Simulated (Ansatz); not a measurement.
Reaction (ligand exchange at the Si–C bond): `[SiH3]C1=C[SiH2]1` + `C=C[SiH](C)O` → `C=C[SiH](C)O[SiH3]` + `C1=C[SiH2]1`

Gas-phase electronic energies from Ansatz, PBE0-D4/def2-TZVP geometries. CCSD(T)/CBS is the MP2 limit (def2-TZVPP, def2-QZVPP) plus CCSD(T) − MP2 in def2-TZVPP, frozen cores. DFT in def2-TZVPP. B3LYP here is the variant with VWN-RPA as its local correlation; programs differ in this. HSE06 is defined as in plane-wave codes. Each species was taken in one conformer, which may not be the lowest.

```csv
level,ΔE (kcal/mol),difference from CCSD(T)/CBS
LDA (SPW92),-17.6,3.4
revPBE-D4,-17.2,3.8
BLYP-D4,-20.0,1.0
r2SCAN-D4,-20.2,0.8
B97M-V,-21.4,-0.4
PBE0-D4,-19.0,2.0
B3LYP-D4,-21.3,-0.3
r2SCAN0-D4,-21.0,0.0
BHLYP-D4,-23.4,-2.4
CAM-B3LYP-D4,-22.5,-1.5
ωB97X-V,-21.2,-0.2
ωB97M-V,-21.0,0.0
B2PLYP,-21.1,-0.1
PBE-QIDH,-20.2,0.8
PBE,-16.9,4.1
revPBE,-16.5,4.5
BLYP,-19.5,1.5
r2SCAN,-20.0,1.0
B3LYP,-20.8,0.2
r2SCANh,-20.3,0.7
r2SCAN0,-20.8,0.2
HSE06,-18.5,2.5
BHLYP,-23.0,-2.0
CAM-B3LYP,-22.1,-1.1
LC-ωPBE,-20.2,0.8
RPA@PBE/def2-TZVPP,-21.1,-0.1
HF/def2-SVP,-23.2,-2.2
MP2/def2-SVP,-19.4,1.6
CCSD/def2-SVP,-20.2,0.8
CCSD(T)/def2-SVP,-19.6,1.4
HF/def2-TZVPP,-25.5,-4.5
MP2/def2-TZVPP,-20.7,0.3
SCS-MP2/def2-TZVPP,-21.7,-0.7
CCSD/def2-TZVPP,-21.7,-0.7
CCSD(T)/def2-TZVPP,-20.8,0.2
HF/def2-QZVPP,-26.0,-5.0
MP2/def2-QZVPP,-20.9,0.1
SCS-MP2/def2-QZVPP,-22.0,-1.0
MP2/CBS(def2),-20.8,0.2
CCSD/CBS(def2),-21.8,-0.8
CCSD(T)/CBS,-21.0,0
```

Largest T1 diagnostic among the species: 0.013.

At CCSD(T), def2-SVP lies +1.4 kcal/mol from the extrapolated value and def2-TZVPP +0.2 kcal/mol. From BLYP to BHLYP (50 % exact exchange), in def2-TZVPP and without D4, ΔE moves by −3.6 kcal/mol. In def2-TZVPP, CCSD(T) changes the Hartree–Fock value by +4.6 kcal/mol (the triples alone add +0.9 kcal/mol) and MP2 by +4.8 kcal/mol.
